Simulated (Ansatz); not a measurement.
A nudged elastic band was laid between two geometries of C$_{3}$H$_{8}$BN (13 atoms, charge 0, multiplicity 1).

Level of theory: Ansatz 0.2.0, RKS r2SCAN/cc-pVDZ.

```yaml
movable_images: 5
climbing_image: yes
spring: 5.0 eV/Å²
optimiser: quadratic models (default)
start_path: IDPP
force_threshold: 0.03 eV/Å
iteration_limit: 60
end_points: relaxed
```

First end point:

```xyz
13
Properties=species:S:1:pos:R:3
N -0.734 1.562 0.623
C -0.986 0.153 0.323
C 0.045 -0.383 -0.660
B 0.789 -1.671 -0.274
C 1.520 -0.331 -0.197
H -1.463 1.910 1.251
H -0.833 2.105 -0.239
H -1.996 -0.070 -0.084
H -0.919 -0.397 1.281
H -0.153 -0.135 -1.711
H 0.764 -2.853 -0.105
H 2.280 -0.098 -0.953
H 1.708 0.174 0.759
```

Last end point:

```xyz
13
Properties=species:S:1:pos:R:3
N -1.190 1.592 0.444
C -1.115 0.140 0.284
C 0.037 -0.376 -0.578
B 0.801 -1.660 -0.233
C 1.476 -0.302 -0.002
H -0.297 1.914 0.832
H -1.219 2.015 -0.489
H -2.072 -0.212 -0.139
H -1.050 -0.300 1.295
H -0.053 -0.100 -1.639
H 0.829 -2.849 -0.132
H 2.285 0.040 -0.658
H 1.588 0.063 1.029
```

Which bonds break or form, and what moves?

No bond is made or broken. The height of N1 over the plane of its neighbours goes from -0.41 to 0.43 Å.

Give the energies along the band, and the barrier.

The forces met the threshold. The highest image is number 3 of 0 to 6, 0.220 eV above the first end and 0.285 eV above the last; the last end lies 0.065 eV below the first. A vibrational analysis at the climbing image gives one clearly imaginary mode, 666i cm⁻¹: a first-order saddle point.

| image | path coordinate (Å) | energy (eV) | height of N1 over the plane of its neighbours (Å) |
| --- | --- | --- | --- |
| 0 | 0.00 | 0.000 | -0.41 |
| 1 | 0.31 | 0.006 | -0.40 |
| 2 | 0.63 | 0.071 | -0.29 |
| 3 | 0.94 | 0.220 | 0.01 |
| 4 | 1.48 | 0.002 | 0.39 |
| 5 | 2.02 | -0.052 | 0.42 |
| 6 | 2.56 | -0.065 | 0.43 |

What is the geometry of the highest image?


```xyz
13
Properties=species:S:1:pos:R:3:forces:R:3
N -0.952 1.483 0.491 0.00 0.02 0.00
C -1.072 0.094 0.179 -0.01 0.00 -0.01
C 0.064 -0.423 -0.722 0.01 0.00 0.01
B 0.820 -1.619 -0.138 -0.01 0.00 0.00
C 1.479 -0.238 -0.133 -0.01 0.01 0.01
H -1.069 1.828 1.429 0.00 0.00 0.00
H -0.721 2.149 -0.230 0.00 0.00 0.00
H -2.029 -0.179 -0.316 0.00 -0.01 0.00
H -1.075 -0.458 1.139 0.01 0.00 0.00
H -0.082 -0.244 -1.793 0.00 0.00 0.00
H 0.816 -2.771 0.179 0.00 0.00 0.00
H 2.298 -0.048 -0.838 0.00 0.00 0.00
H 1.542 0.389 0.768 0.00 0.00 0.00
```

What are the harmonic wavenumbers there?

666i, 114, 182, 193, 268, 423, 542, 695, 763, 820, 829, 900, 949, 965, 999, 1036, 1145, 1166, 1183, 1279, 1325, 1374, 1386, 1467, 1594, 2707, 2945, 3011, 3077, 3132, 3163, 3631, 3772 cm⁻¹.

Time of the run: 83 s on 2 threads of Intel(R) Xeon(R) 6975P-C (Granite Rapids) (shared host), peak memory 0.19 GiB.
